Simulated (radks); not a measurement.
The numbers below are computed, except where a source is named.
Q: All-electron atom: Ru3+ in [Ar] 3d10 4s2 4p5.75 4d5 4f0.25 (fractional occupations, a model configuration). Level of theory: Dirac Kohn-Sham, exchange-only PBE, spin-unpolarised, spherical densities, point nucleus; open shells fill j = l - 1/2 first (a radial shooting solver on a logarithmic mesh with Libxc functionals). Some entries of the table are withheld. Estimate them.

orbital,occ.,eigenvalue (eV),<r> (bohr)
1s1/2,2,-21964.77,0.03343
2s1/2,2,-3189.289,0.1453
2p1/2,2,-2949.857,0.1236
2p3/2,4,-2818.904,0.1284
3s1/2,2,-591.8768,0.4025
3p1/2,2,(1),0.3956
3p3/2,4,(2),0.4063
3d3/2,4,-312.4737,0.3820
3d5/2,6,-308.1412,0.3855
4s1/2,2,-112.0494,1.008
4p1/2,2,-84.0344,1.086
4p3/2,3.75,-80.5037,1.114
4d3/2,4,-38.3054,1.424
4d5/2,1,-37.8821,1.437
5s1/2,0,-29.3234,2.540
5p1/2,0,-22.9959,2.915
5p3/2,0,-22.5147,2.973
5d3/2,0,-14.0394,4.071
5d5/2,0,-13.9787,4.090
4f5/2,0.25,(3),(4)
4f7/2,0,(5),(6)

A: 
(1) 3p1/2 eigenvalue (eV): -499.0257
(2) 3p3/2 eigenvalue (eV): -476.7995
(3) 4f5/2 eigenvalue (eV): -10.6394
(4) 4f5/2 <r> (bohr): 4.153
(5) 4f7/2 eigenvalue (eV): -10.6378
(6) 4f7/2 <r> (bohr): 4.155
